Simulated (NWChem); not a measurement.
Species: SnSiH4, singlet; SMILES [SiH3][SnH]

Computed with NWChem. Low-valent species are run as closed-shell singlets; no triplet was tried in these runs. Geometry: optimised at PBE0/def2-SVP (def2 core potentials past Kr). B3LYP is NWChem's, with the RPA form of VWN correlation.

For level B3LYP/3-21G, non-relativistic:

- highest occupied level (eV): -6.09
- orbital gap (eV): 2.69
- dipole (D): 1.10

Question: Estimate the same quantities for level B3LYP/STO-3G, non-relativistic.

Answer: 
* **highest occupied level (eV)**: -2.87
* **orbital gap (eV)**: 2.95
* **dipole (D)**: 0.69
